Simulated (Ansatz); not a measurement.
ClFGaHO (`[OH][Ga]([F])[Cl]`), relaxed with RKS PBE0-D4/def2-TZVP in Ansatz 0.2.0 from a PBE-D4/def2-SVP geometry. The force threshold is 0.005 eV/Å; the program also tests the step.

The species carries charge 0 and has multiplicity 1.

Start:

```xyz
5

O     0.523   -1.320   -0.069
Ga    0.131    0.412    0.102
F     1.407    1.482    0.650
Cl   -1.794    1.247   -0.331
H    -0.267   -1.820   -0.352
```

Problem. By how much does the energy fall, and how many steps does the optimiser take? (An estimate is asked.)

Solution. Computed: 2.62 kJ/mol, in 7 steps, 1 of them rejected.

Problem. Which bonds change most? (An estimate is asked.)

Solution. The calculation gave: Ga2–Cl4 from 2.142 to 2.115 Å; O1–Ga2 from 1.784 to 1.761 Å; Ga2–F3 from 1.753 to 1.733 Å; O1–H5 from 0.977 to 0.961 Å.

Problem. Give the relaxed structure. (An estimate is asked.)

Solution. Ansatz gave: 
```xyz
5

O     0.503   -1.299   -0.057
Ga    0.122    0.412    0.101
F     1.390    1.464    0.637
Cl   -1.773    1.250   -0.322
H    -0.242   -1.827   -0.359
```
